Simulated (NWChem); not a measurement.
System: trimethylsulfonium (C$_{3}$H$_{9}$S cation); SMILES [S+](C)(C)C

Input file for NWChem:

```
start job
memory heap 200 mb stack 900 mb global 1100 mb
charge 1
geometry units angstroms noautosym nocenter noautoz
  C      0.447669    -1.581712     0.291168
  S      0.000000     0.000000    -0.498677
  C      1.145968     1.178549     0.291168
  C     -1.593637     0.403163     0.291168
  H      0.421569    -1.488976     1.379415
  H      1.449480    -1.846951    -0.055381
  H     -0.266587    -2.332632    -0.055234
  H      1.078706     1.109578     1.379415
  H      0.874766     2.178762    -0.055381
  H      2.153412     0.935445    -0.055234
  H     -1.500275     0.379398     1.379415
  H     -1.886825     1.397187    -0.055234
  H     -2.324246    -0.331811    -0.055381
end
basis spherical
  C library def2-svp
  S library def2-svp
  H library def2-svp
end
dft
  xc xpbe96 cpbe96
  iterations 150
end
property
  efieldgrad
end
task dft property
```

Geometry: optimised at B3LYP/6-31G* (spherical d).

Vzz is the largest principal value of the second derivative of the potential at the nucleus (NWChem prints the opposite sign); η is the asymmetry. Non-relativistic.

Atoms are numbered as in the input.

Task: Predict the main results of this run. (PBE/def2-SVP.) Quantities: Vzz S2 (a.u.); η S2.

Result: The vzz S2 (a.u.) comes out as -1.744 and the η S2 is 0.00.
